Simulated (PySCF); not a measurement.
C₂H₆AlCl, SMILES C[CH2][AlH][Cl].

Geometry: PBE0-D3(BJ)/def2-SVP. The structure was generated by enumeration; whether it is a known compound was not checked. The values are those of a single conformer.

All values below come from PBE/def2-TZVP (PySCF).

Gas-phase values at a fixed geometry.

```json
{
  "total_energy": "-782.12231 hartree",
  "highest_occupied_level": "-6.55 eV",
  "lowest_empty_level": "-1.95 eV",
  "orbital_gap": "4.61 eV",
  "dipole_moment": "1.88 D",
  "quadrupole, principal values (traceless, Buckingham form, about the centre of nuclear charge)": "-4.43, -1.82, 6.26 D·Å",
  "mean_static_polarisability": "64.7 bohr³ (9.58 Å³)",
  "polarisability_principal_values": "51.6, 61.5, 80.8 bohr³"
}
```
